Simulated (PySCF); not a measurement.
**Static response to an electric field**

C6H11NOSi.
Structure used (PBE0-D3(BJ)/def2-SVP), in Å, numbered top down from 1:
```
atom  x, y, z in Å
C1     2.8544   -0.1649    0.2343
C2     1.4946    0.4771    0.1939
O3     1.2966    1.5304   -0.4009
N4     0.4947   -0.1544    0.8435
C5    -0.8235    0.4323    0.9047
C6    -1.9523   -0.5558    0.8010
C7    -3.0646   -0.1627    0.1607
C8    -3.0924    1.2184   -0.4279
Si9   -1.2199    1.6225   -0.5598
H10    2.8655   -1.1411    0.7380
H11    3.5500    0.5154    0.7468
H12    3.2162   -0.2803   -0.7968
H13    0.6940   -0.9987    1.3648
H14   -0.9229    1.0132    1.8468
H15   -1.8747   -1.5417    1.2751
H16   -3.9323   -0.8278    0.0836
H17   -3.6427    1.2576   -1.3816
H18   -3.6023    1.9250    0.2538
H19   -0.7869    1.1062   -1.8894
H20   -0.9649    3.0742   -0.3514
```

Level: CAM-B3LYP/def2-SVPD (PySCF), static field, nuclei fixed, core orbitals frozen in the response. The polarisability tensor in these axes (au):

```
x   128.72  -2.97   3.51
y    -2.97  99.56 -11.66
z     3.51 -11.66  88.39
```

Task: Give the principal values, the mean and the anisotropy Δα = √{½[(α1 − α2)² + (α2 − α3)² + (α1 − α3)²]}.

Result: Principal values 81.00, 106.06 and 129.61 au; mean 105.56 au = 15.64 Å³ = 17.40 × 10⁻⁴⁰ C²·m²/J; Δα = 42.10 au (40 % of the mean).

Task: What is the dipole moment, and where does it point?

Result: (0.74, -2.90, 2.18) D, 3.70 D in size, pointing from the negative to the positive side. Measured along this direction, the outermost atoms are H20 at the negative end and H10 at the positive end.

Task: Sum over states: ᾱ = Σ f/ω², ω in Eh. What share falls to these 10 lowest TDDFT singlets (eV, f)? 5.98, 0.0028; 6.54, 0.0371; 6.61, 0.0837; 6.77, 0.0068; 6.85, 0.0027; 7.01, 0.1113; 7.21, 0.0107; 7.33, 0.0071; 7.35, 0.0384; 7.43, 0.0008.

Result: They add up to 4.73 au, 4.5 % of the 105.56 au; the largest single term is 1.68 au, from the state at 7.01 eV. Terms in order: 0.06, 0.64, 1.42, 0.11, 0.04, 1.68, 0.15, 0.10, 0.53, 0.01 au. Higher excitations give the rest. The strengths listed sum to 0.301.

Task: Give the eigenvalues of the traceless quadrupole moment Θ = ½Σq(3rr − r²1), origin at the centre of nuclear charge.

Result: -9.28, -3.30, 12.58 D·Å. The values depend on the origin, since the dipole doesn't vanish. The electronic extent ⟨r²⟩ about the same centre is 1568 bohr², a root-mean-square distance of 2.40 Å for the 76 electrons.

Task: Refractivity n − 1 of an ideal gas of it at 400 K and 1 atm, from the electronic α?

Result: N = p/kT = 1.8347 × 10¹⁹ cm⁻³, so n − 1 = 2π × N × 15.64 × 10⁻²⁴ cm³ = 1803 × 10⁻⁶ at long wavelengths, for an ideal gas.

Geometry: PBE0-D3(BJ)/def2-SVP, one conformer, isolated molecule.

The run behind these numbers computed excited states and ΔSCF ions as well. Hardware: one thread of an Intel Xeon 6975P-C, no GPU (shared host). Cost: 7.1 min of wall time (with the writing of density and orbital grids), 1.4 GiB resident at most.
